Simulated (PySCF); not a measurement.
# Excitation energy of Zr by level of theory

Zr [Kr] 4d2 5s2 (3F) → Zr [Kr] 4d4 (5D), as a difference of total energies. Computed with PySCF 2.14 in def2-QZVPPD with the def2 core potential (28 electrons) (7s5p4d3f2g, 81 functions), with scalar relativity through the core potential. Correlated levels: valence and next inner shell: nothing frozen outside the core potential. The calculations carry no spin-orbit coupling.

```csv
method,excitation energy (eV)
UHF,2.511
MP2 (valence and next inner shell),2.595
SCS-MP2 (valence and next inner shell),3.198
CCSD (valence and next inner shell),2.741
CCSD(T) (valence and next inner shell),2.795
```

How much does correlation contribute at CCSD(T) (valence and next inner shell)?

2.795 − (2.511) = 0.284 eV, measured against UHF.
